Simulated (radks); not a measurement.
Values are calculated unless marked as measured or tabulated.
Removal energies from the iodine ion I3+, [Kr] 4d10 5s2 5p(1/2: 2, 3/2: 0), by Delta-SCF beside the eigenvalue of the level emptied. Code: a radial shooting solver on a logarithmic mesh with Libxc functionals. Model: Dirac Kohn-Sham, BLYP, spin-unpolarised, spherical densities, finite nucleus; Fermi nuclear charge, rms radius of each element as measured or else 0.836 A^(1/3) + 0.57 fm. Sub-shells are occupied by j as written (lower j first in brackets).

| removed from | final configuration | Delta-SCF (eV) | -eigenvalue (eV) |
|---|---|---|---|
| 5p1/2 | [Kr] 4d10 5s2 5p(1/2: 1, 3/2: 0) | 40.300 | 35.002 |
| 5s1/2 | [Kr] 4d10 5s1 5p(1/2: 2, 3/2: 0) | 52.005 | 46.115 |
| 4d5/2 | [Kr] 4d(3/2: 4, 5/2: 5) 5s2 5p(1/2: 2, 3/2: 0) | 90.897 | 80.964 |
| 4d3/2 | [Kr] 4d(3/2: 3, 5/2: 6) 5s2 5p(1/2: 2, 3/2: 0) | 92.708 | 82.695 |
